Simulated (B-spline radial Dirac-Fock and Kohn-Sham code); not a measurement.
**The L3 (2p3/2) hole of iron ions: width and yield against charge**

These are calculated numbers from a B-spline atomic structure program; the model is independent-particle radiative and Coulomb Auger rates from relativistic LDA hole-state orbitals, with Dirac-Fock energies. Tabulated ground configurations, configuration averages; single configurations, so decays that open only by mixing (as 1s 2s² with 1s 2p² in Be-like ions) are missing and such tiny yields are far too low.

| ion | configuration | radiative (eV) | non-radiative (eV) | yield |
| --- | --- | --- | --- | --- |
| Fe | [Ar] 3d6 4s2 | 0.00220 | 0.422 | 0.00519 |
| Fe⁺ | [Ar] 3d6 4s1 | 0.00222 | 0.424 | 0.00521 |
| Fe²⁺ | [Ar] 3d6 | 0.00225 | 0.427 | 0.00523 |
| Fe³⁺ | [Ar] 3d5 | 0.00209 | 0.418 | 0.00497 |
| Fe⁴⁺ | [Ar] 3d4 | 0.00187 | 0.405 | 0.00460 |
| Fe⁵⁺ | [Ar] 3d3 | 0.00158 | 0.388 | 0.00406 |
| Fe⁶⁺ | [Ar] 3d2 | 0.00121 | 0.369 | 0.00327 |
| Fe⁷⁺ | [Ar] 3d1 | 0.000763 | 0.352 | 0.00217 |
| Fe⁸⁺ | [Ne] 3s2 3p6 | 0.000225 | 0.338 | 0.000666 |
| Fe¹¹⁺ | [Ne] 3s2 3p3 | 0.000264 | 0.108 | 0.00243 |
| Fe¹²⁺ | [Ne] 3s2 3p2 | 0.000279 | 0.0547 | 0.00507 |
| Fe¹³⁺ | [Ne] 3s2 3p1 | 0.000294 | 0.0188 | 0.0154 |
| Fe¹⁴⁺ | [Ne] 3s2 | 0.000309 | 0.00423 | 0.0680 |
| Fe¹⁵⁺ | [Ne] 3s1 | 0.000160 | 0 | 1.00 |
